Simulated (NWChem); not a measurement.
# AlAsH3F; SMILES [F][AlH][AsH2]

```xyz
6

Al    -0.5579     1.2197    -0.0140
As     0.0988    -1.1095    -0.0473
H     -1.0138    -1.4387     0.9452
H      1.1179    -0.8471     1.0570
F      0.6585     2.3634    -0.0217
H     -2.0399     1.7727    -0.0637
```
Atoms are numbered in this order, from 1.

Results from NWChem. Pople sets run with spherical d functions. Medium grid unless said otherwise, to which SCAN and Minnesota functionals are sensitive. Structure relaxed at the PBE0/def2-SVP level. Hybrids' shares of exact exchange are those that their runs print; pure functionals count as 0. The functionals differ in more than this share.

```
row             share of exact exchange  highest occupied level (eV)
--------------  -----------------------  ---------------------------
PBE/6-31G*                         0.00                        -6.30
N12/6-31G*                         0.00                        -6.11
B3LYP/6-31G*                       0.20                        -7.15
B3PW91/6-31G*                      0.20                        -7.22
r2SCAN0/6-31G*                     0.25                        -7.56
PBE0/6-31G*                        0.25                        -7.39
PW6B95/6-31G*                      0.28                        -7.43
MPW1K/6-31G*                       0.43                     withheld
```

Problem. Fit a straight line of the last column on the one before it, predict the withheld value, and compare with the run.

Solution. 
1. Means of the 7 shown rows: x = 0.169, y = -7.023. Slope Σ(x − x̄)(y − ȳ)/Σ(x − x̄)² = -0.4049/0.08449 = -4.793; intercept -6.215.
2. The shown rows scatter about the line by 0.092 (root mean square); the largest residual is -0.15, at r2SCAN0/6-31G*.
3. At x = 0.43 (MPW1K/6-31G*; beyond the shown range) the line gives -8.28.
4. The run gives -8.20, +0.08 from the line, 0.9 times the scatter.
